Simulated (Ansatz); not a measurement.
`[CH3][SnH]([F])[I]` + `[NH2][Ge]([F])([F])[Cl]` → `[CH3][SnH]([NH2])[F]` + `[F][Ge]([F])([Cl])[I]`  (redistribution)

Computed with Ansatz on PBE0-D4/def2-TZVP structures; ΔE is electronic, products minus reactants. CBS: MP2 limit from def2 TZ/QZ plus the TZ coupled-cluster correction, frozen cores. def2 core potentials past Kr. For Ge, I, Sn outer-core shells are correlated without core-valence functions, which leaves a few kJ/mol of doubt a bond. Scalar relativity is left out up to krypton. One conformer a species, not always the lowest.

```
                  species  CCSD(T)/CBS(def2) energy (Eh)
     `[CH3][SnH]([F])[I]`                     -651.80248
`[NH2][Ge]([F])([F])[Cl]`                    -2791.52510
   `[CH3][SnH]([NH2])[F]`                     -410.22990
  `[F][Ge]([F])([Cl])[I]`                    -3033.07079
```

(1) Work out ΔE.

Largest T1 diagnostic among the species: 0.013.

## Answers

(1) ΔE = (-410.22990) + (-3033.07079) − (-651.80248) − (-2791.52510) = 0.02689 Eh = +70.6 kJ/mol.

In def2-TZVPP, CCSD(T) changes the Hartree–Fock value by −17.7 kJ/mol (the triples alone add −2.5 kJ/mol) and MP2 by −16.8 kJ/mol. At CCSD(T), def2-SVP lies +10.3 kJ/mol from the extrapolated value and def2-TZVPP −3.9 kJ/mol. From PBE to PBE0 (25 % exact exchange), in def2-TZVPP and without D4, ΔE moves by +7.2 kJ/mol.
